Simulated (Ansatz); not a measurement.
`[AlH2][CH](S)[GeH3]`, charge 0, multiplicity 1.

Give a relaxed structure at PBE0-D4/def2-TZVP (Ansatz 0.2.0). (Best estimate.)

Computed: 
Cartesian coordinates in Å:
```
Al -0.8608 -1.5230 -0.8437
C -0.6313 0.2510 -0.0461
S -0.6810 1.5319 -1.3114
Ge 1.0936 0.2861 0.9031
H -1.1856 -2.7205 0.1440
H -0.6838 -1.7321 -2.4024
H -1.4199 0.3974 0.7002
H -0.2882 2.5905 -0.5755
H 1.0559 -0.6156 2.1527
H 2.2087 -0.2037 -0.0404
H 1.3925 1.7380 1.3196
```
This is one stationary point; other conformers may exist.
